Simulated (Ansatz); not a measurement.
`CC[NH][GaH2]` + H₂ → `C[NH][GaH2]` + CH₄ at 400 K and 1 bar (hydrogenolysis of a C–C bond).

Isolated molecules relaxed with PBE0-D4/def2-TZVP in Ansatz; ΔE leaves out vibrations. CBS: MP2 limit from def2 TZ/QZ plus the TZ coupled-cluster correction, frozen cores. This one scheme is used for every species. For Ga outer-core shells are correlated without core-valence functions, which leaves a few kJ/mol of doubt a bond. Scalar relativity is left out up to krypton. One conformer a species, not always the lowest.

| species | CCSD(T)/CBS energy (Eh) | H − E (kJ/mol) | S (J/(mol·K)) |
| --- | --- | --- | --- |
| `CC[NH][GaH2]` | -2059.56475 | 283.7 | 368.4 |
| H₂ | -1.17544 | 38.0 | 139.0 |
| `C[NH][GaH2]` | -2020.30020 | 203.2 | 329.7 |
| CH₄ | -40.46206 | 131.3 | 197.2 |

H − E and S are ideal-gas, rigid-rotor, harmonic terms from PBE0-D4/def2-TZVP, for one conformer and one mirror image of each species. The MP2-based limit puts H₂ 0.8 mEh under its directly extrapolated value; such offsets cancel only in part. 1 Eh = 2625.50 kJ/mol, R = 8.31446 J/(mol·K).

By hand: ΔE, ΔH, ΔS and ΔG.

ΔE = (-2020.30020) + (-40.46206) − (-2059.56475) − (-1.17544) = -0.02207 Eh = -57.9 kJ/mol. Δ(H − E) = 203.2 + 131.3 − 283.7 − 38.0 = 12.8, so ΔH = -45.1 kJ/mol. ΔS = 329.7 + 197.2 − 368.4 − 139.0 = 19.5 J/(mol·K). ΔG = -45.1 − 400 × (19.5)/1000 = -52.9 kJ/mol.

By hand: the equilibrium constant, and the temperature at which ΔG would vanish if ΔH and ΔS stayed fixed.

log₁₀ K = −ΔG/(RT ln 10) = 6.9. ΔH and −TΔS have one sign here, so there is no such temperature.

ΔH outweighs TΔS. A doubt of 5 kJ/mol in ΔE shifts log₁₀ K by 0.7 here. Other conformers and mirror images would add mixing entropy, several J/(mol·K) or more a flexible species. These are equilibria of isolated gas molecules and say nothing of rates. Largest T1 diagnostic: 0.015 (customary marks: 0.02 for closed shells, 0.045 for open ones).
